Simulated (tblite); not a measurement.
Record of a relaxation.

Species: C7H10FGeN.
Numbering: `[CH3:1][Ge@@H:2]([F:3])[NH:4][c:5]1[cH:6][cH:7][cH:8][cH:9][cH:10]1` (hydrogens: H11, H12, H13 on C1; H14 on Ge2; H15 on N4; H16 on C6; H17 on C7; H18 on C8; H19 on C9; H20 on C10)

Computed with GFN2-xTB (tblite), gas phase: L-BFGS steps from a force-field or distance-geometry start until the largest atomic force falls under 0.01 eV/Å. 8 of its 88 geometries are shown.

Step 0: E = -808.1712 eV, largest atomic force 1.426 eV/Å
```
atom  x, y, z in Å  |  force x, y, z in eV/Å
C1     -2.756    0.966   -0.750   -0.793   0.883  -0.371
Ge2    -2.391   -0.808   -0.074    1.163  -0.026   0.825
F3     -3.486   -1.962   -0.795    0.203  -0.067   0.023
N4     -0.628   -1.282   -0.505    0.185   0.215   0.318
C5      0.539   -0.587   -0.031   -0.763  -0.734  -0.568
C6      1.787   -0.904   -0.594    0.464   0.840   0.788
C7      2.946   -0.235   -0.170   -0.942   0.125   0.392
C8      2.869    0.753    0.823   -0.716  -0.604  -0.465
C9      1.630    1.066    1.383   -0.272  -0.412  -0.379
C10     0.464    0.406    0.964    1.057  -0.101  -0.335
H11    -2.627    0.976   -1.851   -0.089   0.223   0.659
H12    -3.815    1.238   -0.506    0.933  -0.067  -0.326
H13    -2.080    1.703   -0.274   -0.449  -0.434  -0.447
H14    -2.568   -0.838    1.471   -0.148  -0.357  -0.392
H15    -0.516   -2.091   -1.144    0.355   0.948   0.702
H16     1.870   -1.664   -1.344   -0.077  -0.193  -0.201
H17     3.906   -0.485   -0.597   -0.077  -0.026  -0.036
H18     3.755    1.256    1.148    0.223   0.147   0.088
H19     1.562    1.833    2.155   -0.006  -0.270  -0.251
H20    -0.466    0.670    1.431   -0.253  -0.089  -0.026
```

Step 12: E = -808.5327 eV, largest atomic force 0.200 eV/Å
```
atom  x, y, z in Å  |  force x, y, z in eV/Å
C1     -2.783    1.022   -0.765    0.005  -0.042   0.056
Ge2    -2.304   -0.731    0.018   -0.135  -0.121  -0.084
F3     -3.290   -1.966   -0.763    0.133   0.061  -0.025
N4     -0.613   -1.263   -0.413    0.018   0.016   0.009
C5      0.540   -0.603   -0.029    0.018   0.009   0.023
C6      1.778   -0.915   -0.590    0.015   0.025   0.039
C7      2.917   -0.252   -0.171   -0.037   0.015   0.027
C8      2.840    0.729    0.807    0.005   0.002  -0.006
C9      1.611    1.048    1.366    0.050  -0.038  -0.046
C10     0.474    0.389    0.947    0.063   0.027   0.037
H11    -2.649    1.004   -1.845    0.006  -0.048   0.046
H12    -3.814    1.281   -0.545    0.016   0.014   0.004
H13    -2.124    1.774   -0.342   -0.051   0.091  -0.054
H14    -2.626   -0.996    1.474   -0.001   0.001  -0.025
H15    -0.452   -1.993   -1.091   -0.117  -0.014  -0.008
H16     1.843   -1.679   -1.353   -0.007   0.004   0.021
H17     3.871   -0.509   -0.614   -0.069   0.055   0.061
H18     3.732    1.243    1.133   -0.002  -0.007  -0.008
H19     1.534    1.809    2.134    0.049  -0.063  -0.087
H20    -0.491    0.619    1.385    0.040   0.015   0.020
```

Step 25: E = -808.5527 eV, largest atomic force 0.073 eV/Å
```
atom  x, y, z in Å  |  force x, y, z in eV/Å
C1     -2.809    1.024   -0.755    0.015  -0.058   0.022
Ge2    -2.320   -0.725    0.026    0.026   0.016   0.010
F3     -3.192   -1.954   -0.866   -0.037  -0.023  -0.009
N4     -0.621   -1.236   -0.387   -0.030  -0.023   0.002
C5      0.545   -0.602   -0.009   -0.040   0.009   0.016
C6      1.778   -0.924   -0.575   -0.041  -0.006   0.002
C7      2.920   -0.261   -0.169   -0.006  -0.010  -0.017
C8      2.857    0.726    0.800    0.043   0.018  -0.005
C9      1.637    1.050    1.367    0.020   0.004   0.000
C10     0.495    0.392    0.967   -0.002   0.005   0.016
H11    -2.671    0.955   -1.831   -0.033   0.035  -0.008
H12    -3.842    1.279   -0.545   -0.005   0.013  -0.009
H13    -2.161    1.803   -0.368   -0.029   0.020  -0.014
H14    -2.676   -1.035    1.466   -0.029  -0.021  -0.041
H15    -0.509   -1.968   -1.073    0.053  -0.007  -0.007
H16     1.836   -1.690   -1.335   -0.024  -0.003   0.011
H17     3.867   -0.515   -0.622    0.027  -0.002   0.014
H18     3.751    1.241    1.112    0.068   0.026   0.008
H19     1.569    1.818    2.123    0.038   0.015   0.020
H20    -0.461    0.633    1.417   -0.016  -0.009  -0.010
```

Step 37: E = -808.5624 eV, largest atomic force 0.045 eV/Å
```
atom  x, y, z in Å  |  force x, y, z in eV/Å
C1     -2.852    1.017   -0.760    0.007  -0.016   0.001
Ge2    -2.336   -0.734    0.002   -0.023   0.037   0.012
F3     -3.166   -1.947   -0.956    0.011  -0.016  -0.004
N4     -0.617   -1.222   -0.348    0.000  -0.001  -0.004
C5      0.550   -0.583    0.026    0.010  -0.005  -0.003
C6      1.772   -0.924   -0.552    0.018   0.001  -0.004
C7      2.930   -0.273   -0.172    0.005   0.015   0.014
C8      2.892    0.726    0.786    0.005   0.013   0.015
C9      1.684    1.063    1.374   -0.008  -0.008   0.000
C10     0.525    0.415    0.999   -0.004  -0.006   0.000
H11    -2.733    0.954   -1.839   -0.021   0.028  -0.007
H12    -3.886    1.258   -0.534    0.008  -0.009  -0.003
H13    -2.213    1.810   -0.385   -0.007  -0.007   0.005
H14    -2.769   -1.096    1.407    0.014  -0.001  -0.009
H15    -0.483   -1.942   -1.043   -0.003  -0.019   0.003
H16     1.807   -1.701   -1.303   -0.007  -0.007  -0.005
H17     3.870   -0.544   -0.629   -0.019  -0.008  -0.007
H18     3.797    1.238    1.075    0.018  -0.003   0.006
H19     1.645    1.833    2.131    0.000  -0.005  -0.015
H20    -0.424    0.662    1.461   -0.001   0.015   0.004
```

Step 50: E = -808.5635 eV, largest atomic force 0.023 eV/Å
```
atom  x, y, z in Å  |  force x, y, z in eV/Å
C1     -2.865    1.018   -0.763    0.003   0.004   0.002
Ge2    -2.338   -0.732   -0.010    0.019  -0.011  -0.006
F3     -3.148   -1.960   -0.968    0.002   0.007   0.005
N4     -0.616   -1.218   -0.346    0.001   0.003  -0.003
C5      0.552   -0.581    0.030   -0.003   0.001  -0.006
C6      1.774   -0.925   -0.548   -0.004  -0.001  -0.007
C7      2.933   -0.276   -0.170   -0.004  -0.001  -0.002
C8      2.900    0.722    0.790    0.001   0.002   0.000
C9      1.691    1.064    1.374   -0.003  -0.003  -0.001
C10     0.529    0.420    0.999   -0.004  -0.002  -0.004
H11    -2.756    0.977   -1.844   -0.010  -0.012  -0.005
H12    -3.898    1.251   -0.525   -0.007  -0.003   0.000
H13    -2.228    1.809   -0.382    0.002   0.010   0.014
H14    -2.769   -1.096    1.394   -0.007   0.003   0.000
H15    -0.480   -1.953   -1.026   -0.001   0.004   0.002
H16     1.804   -1.702   -1.299    0.007  -0.006  -0.004
H17     3.870   -0.550   -0.632    0.003  -0.005   0.008
H18     3.807    1.229    1.080    0.006   0.004   0.006
H19     1.654    1.837    2.128    0.000  -0.001   0.000
H20    -0.419    0.674    1.460    0.000   0.008  -0.002
```

Step 62: E = -808.5639 eV, largest atomic force 0.014 eV/Å
```
atom  x, y, z in Å  |  force x, y, z in eV/Å
C1     -2.876    1.018   -0.758    0.000   0.003  -0.001
Ge2    -2.334   -0.730   -0.012   -0.005   0.009   0.002
F3     -3.139   -1.959   -0.972   -0.011  -0.007  -0.005
N4     -0.613   -1.214   -0.352    0.005   0.006   0.000
C5      0.555   -0.577    0.023    0.006   0.005   0.004
C6      1.778   -0.925   -0.549    0.002  -0.003   0.001
C7      2.938   -0.280   -0.166   -0.002  -0.003   0.003
C8      2.904    0.719    0.792    0.003  -0.004   0.000
C9      1.693    1.065    1.371    0.007   0.000   0.000
C10     0.531    0.426    0.990    0.004   0.004   0.006
H11    -2.773    0.981   -1.841   -0.007  -0.002   0.001
H12    -3.910    1.240   -0.514    0.004  -0.002  -0.005
H13    -2.244    1.815   -0.378   -0.003   0.000   0.004
H14    -2.775   -1.090    1.390    0.011  -0.009   0.002
H15    -0.477   -1.958   -1.022   -0.002   0.005  -0.005
H16     1.811   -1.704   -1.299    0.001  -0.004   0.000
H17     3.877   -0.561   -0.621   -0.005   0.005   0.006
H18     3.812    1.222    1.088   -0.002  -0.003   0.001
H19     1.655    1.837    2.126    0.000   0.002  -0.009
H20    -0.417    0.686    1.446   -0.006  -0.002  -0.006
```

Step 75: E = -808.5651 eV, largest atomic force 0.020 eV/Å
```
atom  x, y, z in Å  |  force x, y, z in eV/Å
C1     -2.918    1.018   -0.743    0.009   0.004   0.000
Ge2    -2.328   -0.723   -0.015   -0.011  -0.008  -0.008
F3     -3.141   -1.948   -0.974    0.007  -0.014  -0.007
N4     -0.606   -1.185   -0.388   -0.005   0.005   0.001
C5      0.566   -0.566    0.004   -0.005   0.005  -0.004
C6      1.795   -0.937   -0.543   -0.003   0.001   0.005
C7      2.956   -0.305   -0.140    0.002  -0.005   0.001
C8      2.919    0.702    0.810    0.000   0.001  -0.005
C9      1.702    1.074    1.358    0.001   0.003  -0.005
C10     0.539    0.447    0.960    0.000   0.006  -0.006
H11    -2.825    0.987   -1.826   -0.005   0.001   0.005
H12    -3.956    1.212   -0.487    0.016  -0.010  -0.002
H13    -2.304    1.829   -0.364   -0.002   0.004   0.003
H14    -2.739   -1.111    1.388    0.007   0.007   0.012
H15    -0.474   -1.940   -1.046    0.010   0.016  -0.005
H16     1.833   -1.720   -1.287   -0.008   0.000   0.007
H17     3.900   -0.599   -0.575   -0.002  -0.015  -0.002
H18     3.829    1.191    1.121   -0.005   0.005  -0.001
H19     1.661    1.860    2.098   -0.008  -0.009   0.007
H20    -0.416    0.726    1.391    0.004   0.003   0.004
```

Step 87: E = -808.5662 eV, largest atomic force 0.009 eV/Å
```
atom  x, y, z in Å  |  force x, y, z in eV/Å
C1     -2.955    1.013   -0.726    0.002  -0.005   0.002
Ge2    -2.321   -0.722   -0.023    0.003  -0.001   0.003
F3     -3.127   -1.955   -0.979    0.002  -0.006   0.006
N4     -0.600   -1.151   -0.428   -0.002   0.003  -0.003
C5      0.572   -0.546   -0.017   -0.001  -0.002   0.001
C6      1.804   -0.946   -0.534    0.001  -0.006   0.007
C7      2.968   -0.332   -0.115    0.003  -0.006   0.006
C8      2.930    0.687    0.823    0.000   0.001   0.001
C9      1.710    1.085    1.344   -0.003   0.002  -0.005
C10     0.544    0.476    0.930   -0.002   0.001  -0.004
H11    -2.873    0.997   -1.810   -0.002  -0.001  -0.006
H12    -3.994    1.176   -0.458   -0.006   0.005  -0.003
H13    -2.359    1.836   -0.344    0.004   0.000   0.007
H14    -2.692   -1.120    1.390   -0.008   0.002  -0.003
H15    -0.463   -1.904   -1.089   -0.002   0.004  -0.004
H16     1.841   -1.742   -1.265   -0.002   0.005  -0.003
H17     3.914   -0.655   -0.524    0.006   0.006  -0.003
H18     3.842    1.164    1.147    0.003   0.000   0.000
H19     1.668    1.876    2.079    0.003  -0.002   0.000
H20    -0.414    0.775    1.342    0.002   0.000   0.001
```

**Question.** Summarise the path.

**Answer.** The energy falls by 38.11 kJ/mol from step 0 to step 87; nine tenths of that is first reached at step 11. It falls at every step. The largest force goes from 1.426 to 0.009 eV/Å. Among the bonds N4–C5 changes most, from 1.439 to 1.381 Å; the atoms move by 0.193 Å rms after alignment.

**Question.** Follow the three bonds and two angles with the largest change from start to end.

**Answer.** 
| step | E above end (kJ/mol) | largest force (eV/Å) | N4–C5 (Å) | Ge2–N4 (Å) | C1–Ge2 (Å) | F3–Ge2–N4 (°) | C1–Ge2–H14 (°) |
| --- | --- | --- | --- | --- | --- | --- | --- |
| 0 | 38.11 | 1.426 | 1.439 | 1.875 | 1.933 | 109.1 | 110.1 |
| 4 | 12.18 | 0.564 | 1.389 | 1.816 | 1.960 | 108.1 | 112.8 |
| 8 | 5.47 | 0.352 | 1.384 | 1.830 | 1.960 | 105.1 | 117.0 |
| 11 | 3.60 | 0.166 | 1.383 | 1.826 | 1.979 | 102.7 | 118.7 |
| 15 | 2.37 | 0.092 | 1.382 | 1.825 | 1.981 | 101.0 | 119.1 |
| 19 | 1.92 | 0.068 | 1.382 | 1.820 | 1.981 | 99.8 | 119.6 |
| 23 | 1.48 | 0.122 | 1.381 | 1.821 | 1.973 | 98.8 | 120.0 |
| 26 | 1.21 | 0.074 | 1.381 | 1.820 | 1.978 | 98.7 | 119.7 |
| 30 | 0.86 | 0.140 | 1.382 | 1.819 | 1.971 | 98.5 | 119.8 |
| 34 | 0.50 | 0.065 | 1.382 | 1.824 | 1.978 | 98.8 | 119.7 |
| 38 | 0.35 | 0.027 | 1.382 | 1.821 | 1.976 | 99.0 | 119.7 |
| 42 | 0.31 | 0.024 | 1.382 | 1.821 | 1.976 | 98.8 | 119.9 |
| 45 | 0.29 | 0.018 | 1.382 | 1.820 | 1.977 | 98.8 | 119.7 |
| 49 | 0.26 | 0.030 | 1.382 | 1.821 | 1.976 | 98.6 | 119.5 |
| 53 | 0.25 | 0.019 | 1.382 | 1.820 | 1.977 | 98.6 | 119.2 |
| 57 | 0.23 | 0.013 | 1.382 | 1.820 | 1.976 | 98.5 | 119.0 |
| 61 | 0.22 | 0.017 | 1.382 | 1.820 | 1.976 | 98.4 | 118.8 |
| 64 | 0.21 | 0.018 | 1.382 | 1.820 | 1.977 | 98.5 | 118.7 |
| 68 | 0.18 | 0.031 | 1.382 | 1.821 | 1.976 | 98.5 | 118.8 |
| 72 | 0.14 | 0.028 | 1.382 | 1.820 | 1.976 | 98.6 | 118.9 |
| 76 | 0.10 | 0.022 | 1.382 | 1.822 | 1.977 | 98.6 | 119.1 |
| 79 | 0.06 | 0.029 | 1.382 | 1.822 | 1.977 | 98.6 | 119.0 |
| 83 | 0.03 | 0.030 | 1.382 | 1.820 | 1.977 | 98.6 | 119.1 |
| 87 | 0.00 | 0.009 | 1.381 | 1.820 | 1.976 | 98.5 | 119.0 |

The cost below is that of the whole relaxation. Hardware: an Arm Neoverse N1 with one thread, shared host. Cost: 1.4 s.
